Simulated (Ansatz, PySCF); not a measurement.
Species: C₃H₄Cl, charge 0, multiplicity 2. It need not be the lowest isomer of its formula. 
Coordinates optimised at B3LYP-D3(BJ)/def2-TZVP (Ansatz, a program for electronic structure):
```xyz
8

C     -2.2515     0.1633    -0.7819
C     -1.1427    -0.0462     0.0008
C      0.1547     0.1472    -0.4345
Cl     1.5128    -0.1283     0.5825
H     -2.1633     0.4996    -1.8070
H     -3.2458    -0.0024    -0.3942
H     -1.2779    -0.3834     1.0230
H      0.4054     0.4807    -1.4308
```
Charge 0, spin multiplicity 2.

Property: atomisation energy (electronic, to ground-state atoms), in kcal/mol. Valence correlation only, unless marked. Open shells are spin-unrestricted. Spin-orbit coupling is left out. No relativistic terms. The coupled-cluster limit lacks core correlation, which all-electron functionals hold. CBS marks a two-point X^-3 extrapolation of the correlation energy; Hartree-Fock from the larger set. [CCSD(T)-MP2]/basis is that difference in the basis named.

```csv
level,program,atomisation energy (kcal/mol),minus last row
HF-D4/def2-TZVPD,PySCF + dftd4,571.4,-173.3
PBE0-D3(BJ)/def2-TZVP,Ansatz + dftd3,759.3,14.6
TPSSh-D3(BJ)/def2-TZVPD,PySCF + dftd3,755.3,10.6
B2GP-PLYP-D3(BJ)/def2-TZVPD,Ansatz + dftd3,738.4,-6.3
RI-MP2/aug-cc-pV(Q+d)Z,Ansatz,746.2,1.5
CCSD/6-31G*,Ansatz,676.4,-68.3
CCSD/cc-pV(D+d)Z,Ansatz,680.4,-64.3
CCSD(T)/STO-3G,Ansatz,745.1,0.4
CCSD(T)/aug-cc-pV(T+d)Z,Ansatz,729.2,-15.5
"RI-MP2/CBS(aug-cc-pV(T+d)Z,aug-cc-pV(Q+d)Z)+[CCSD(T)-MP2]/aug-cc-pV(T+d)Z",Ansatz,744.7,0.0
```

The UHF reference is spin-contaminated (<S^2> 0.21 over the pure value in the largest basis).
